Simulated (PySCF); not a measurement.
Constitutional and geometric isomers with formula CH2B2O. Gas-phase values, no solvent. One relaxed conformer stands for each flexible species; it need not be the lowest. Strings in code marks are SMILES.

All values below come from r2SCAN-D4/def2-TZVP in PySCF 2.14.0. All candidates: neutral, multiplicity 1. Excitations are Tamm–Dancoff values on a coarser integration grid. The basis has no diffuse functions, so Rydberg states are missing or too high.

```
Property               Result
-------------------  --------
S1 excitation (TDA)   0.79 eV
HOMO                 -5.80 eV
T1 excitation (TDA)   0.10 eV
```

Which member has these values?
A) `OC1B=B1` (H–O–C–B torsion 133°)
B) `OB1B=C1`
C) `BB=C=O`
D) `C1B2OB12`

C, `BB=C=O`. The others give `C1B2OB12`: 3.87 eV, -5.41 eV, 1.44 eV; `OC1B=B1` (H–O–C–B torsion 133°): 2.31 eV, -5.89 eV, 0.38 eV; `OB1B=C1`: 4.07 eV, -6.79 eV, 2.53 eV
